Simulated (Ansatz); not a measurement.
A run for Ansatz (an electronic-structure program): R-r2SCAN/def2-TZVPP on H5NSiSn (SMILES [NH2][Sn][SiH3]), a point of a torsion scan. Elements past Kr take the def2 small-core potentials; no spin–orbit coupling.

Ansatz 0.2 input:
```yaml
crystal:
  periodic: [false, false, false]
  atoms:
    - {symbol: N, position_ang: [2.03276303, -0.07763979, -0.03431467]}
    - {symbol: Sn, position_ang: [0.34748259, 0.15553592, 1.21700941]}
    - {symbol: Si, position_ang: [1.33402365, -0.99943431, 3.38787783]}
    - {symbol: H, position_ang: [2.89905919, 0.35351285, 0.26742222]}
    - {symbol: H, position_ang: [2.28485364, -1.01529246, -0.32248153]}
    - {symbol: H, position_ang: [1.57147772, -2.45082721, 3.22247173]}
    - {symbol: H, position_ang: [2.66289648, -0.49901689, 3.80172858]}
    - {symbol: H, position_ang: [0.57220010, -0.94866544, 4.65094321]}
basis:
  gaussian:
    orbitals: def2-TZVPP
hamiltonian:
  xc: {name: r2SCAN}
scf: {lower_state_search: off}
```

The head of its log:

```
WARN ansatz: RAYON_NUM_THREADS=1 ignored (pool sized by the plan → 1); use --threads N
Functional definition: r2SCAN
these checks for a lower state are left out or cut short: stability, starts, cluster_reference, orbital_swaps, neighbouring_geometries, increment
integrals: 0.11 GiB planned
1126 factors; their error is unknown
mean field: 0.72 GiB planned
mean field evaluation 1: about -15270.6527 eV, gradient 7.2e1 eV
mean field evaluation 2: about -15196.5342 eV, gradient 1.5e2 eV
```

Task: Predict the final total energy.

Result: -561.5832 hartree.
